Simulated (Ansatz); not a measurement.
`FB1B[SiH2]1` + `[SiH3]Cl` → `B1B[SiH2]1` + `F[SiH2]Cl`  (redistribution)

Gas-phase electronic energies from Ansatz, PBE0-D4/def2-TZVP geometries. CBS: MP2 limit from def2 TZ/QZ plus the TZ coupled-cluster correction, frozen cores. This one scheme is used for every species. Functionals use def2-TZVPP. B3LYP here is the variant with VWN-RPA as its local correlation; programs differ in this. HSE06 is defined as in plane-wave codes.

```
             level  ΔE (kcal/mol)  difference from CCSD(T)/CBS
         r2SCAN-D4           -2.0                          3.0
           PBE0-D4           -1.4                          3.6
          B3LYP-D4           -0.1                          4.9
        r2SCANh-D4           -2.3                          2.7
        r2SCAN0-D4           -2.6                          2.4
          HSE06-D4           -1.3                          3.7
          BHLYP-D4           -0.9                          4.1
            B2PLYP           -2.2                          2.8
              BLYP            0.4                          5.4
             HSE06           -1.5                          3.5
      MP2/def2-SVP            3.2                          8.2
     HF/def2-TZVPP            0.2                          5.2
    MP2/def2-TZVPP           -5.0                          0.0
SCS-MP2/def2-TZVPP           -4.3                          0.7
     MP2/CBS(def2)           -6.8                         -1.8
    CCSD/CBS(def2)           -4.7                          0.3
       CCSD(T)/CBS           -5.0                            0
```

What do rigid-rotor, harmonic-oscillator terms from PBE0-D4/def2-TZVP frequencies (298.15 K, 1 bar) make of the CCSD(T)/CBS value? (Best estimate.)

The calculation gave: ΔZPE = +0.1 kcal/mol, ΔH = -4.8 kcal/mol, ΔS = 5 J/(mol·K), ΔG = -5.2 kcal/mol.

Largest T1 diagnostic among the species: 0.016.

At CCSD(T), def2-SVP lies +9.9 kcal/mol from the extrapolated value and def2-TZVPP +1.8 kcal/mol. From BLYP to BHLYP (50 % exact exchange), in def2-TZVPP and without D4, ΔE moves by −1.7 kcal/mol.
